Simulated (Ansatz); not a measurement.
Basis-set extrapolation for `FBC[CH2][AlH2]` (PBE0-D4/def2-TZVP geometry, frozen core, the Gaussian-basis code of Ansatz). Multiplicity 1, RHF reference.

```csv
,def2-TZVPP,def2-QZVPP
HF,-445.976013,-445.992667
MP2 correlation,-0.781634,-0.839886
CCSD(T) correlation,-0.856512,not run
```

Energies in hartree. Use E(X) = E(∞) + A·exp(−7.88·√X) for Hartree–Fock and E(X) = E(∞) + B·X^(−2.97) for correlation, with X = 3 and 4, and add CCSD(T) minus MP2 of the smaller set to the MP2 limit.

Q: What is the CCSD(T) energy at the basis-set limit?

A: HF limit: -445.992667 + (-0.016654) × 0.13774 = -445.99496. MP2 limit: -0.839886 + (-0.058252) × 0.74074 = -0.88304. Higher-order term: -0.856512 − (-0.781634) = -0.07488. Total: -446.95288 hartree, 316.0 kJ/mol below CCSD(T)/def2-TZVPP.
